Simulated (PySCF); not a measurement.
# A ladder for the ionisation energy of Pd²⁺

Pd²⁺ [Kr] 4d8 (3F) → Pd³⁺ [Kr] 4d7 (4F). Scalar values calculated with PySCF 2.14 in def2-QZVPPD with the def2 core potential (28 electrons) (ECP; valence: 4s2 4p6 frozen; valence and next inner shell: nothing frozen). The spin-orbit shift comes from two-component X2C-1e calculations (generalised Hartree-Fock, GHF, and MP2 on its spinors, GMP2) in x2c-QZVPPall-2c: GMP2 gives 32.854 eV without and 32.784 eV with screened spin-orbit coupling, a shift of -0.071 eV (GHF: -0.068 eV). Sums use unrounded values; where a UHF row is shifted, it takes the GHF shift.

```json
{"method": "UHF", "scalar (eV)": "31.166", "plus spin-orbit shift (eV)": "31.098", "error (eV)": "-1.832"}
{"method": "LDA", "scalar (eV)": "33.442", "plus spin-orbit shift (eV)": "33.371", "error (eV)": "0.441"}
{"method": "PBE", "scalar (eV)": "33.145", "plus spin-orbit shift (eV)": "33.074", "error (eV)": "0.144"}
{"method": "PBE0", "scalar (eV)": "32.971", "plus spin-orbit shift (eV)": "32.900", "error (eV)": "-0.030"}
{"method": "r2SCAN", "scalar (eV)": "32.965", "plus spin-orbit shift (eV)": "32.894", "error (eV)": "-0.036"}
{"method": "r2SCANh", "scalar (eV)": "32.930", "plus spin-orbit shift (eV)": "32.859", "error (eV)": "-0.071"}
{"method": "r2SCAN0", "scalar (eV)": "32.877", "plus spin-orbit shift (eV)": "32.806", "error (eV)": "-0.124"}
{"method": "M06", "scalar (eV)": "32.693", "plus spin-orbit shift (eV)": "32.622", "error (eV)": "-0.308"}
{"method": "LC-wPBE", "scalar (eV)": "32.962", "plus spin-orbit shift (eV)": "32.892", "error (eV)": "-0.038"}
{"method": "MP2 (valence)", "scalar (eV)": "32.843", "plus spin-orbit shift (eV)": "32.773", "error (eV)": "-0.157"}
{"method": "SCS-MP2 (valence)", "scalar (eV)": "32.871", "plus spin-orbit shift (eV)": "32.800", "error (eV)": "-0.130"}
{"method": "MP2 (valence and next inner shell)", "scalar (eV)": "32.791", "plus spin-orbit shift (eV)": "32.721", "error (eV)": "-0.209"}
{"method": "SCS-MP2 (valence and next inner shell)", "scalar (eV)": "32.677", "plus spin-orbit shift (eV)": "32.606", "error (eV)": "-0.324"}
{"method": "CCSD (valence)", "scalar (eV)": "32.665", "plus spin-orbit shift (eV)": "32.595", "error (eV)": "-0.335"}
{"method": "CCSD(T) (valence)", "scalar (eV)": "32.742", "plus spin-orbit shift (eV)": "32.671", "error (eV)": "-0.259"}
```

Reference: 32.93 eV (semi-empirical (NIST evaluation); NIST Atomic Spectra Database, ionization energies).

The errors of the correlated levels include the incompleteness of the basis and the frozen core, so a lower level can come closer by cancellation.

A first-order Landé estimate from the scalar orbitals gives -0.028 eV instead; single two-component determinants are not pure J levels in LS coupling, so the shift is uncertain by about that difference.
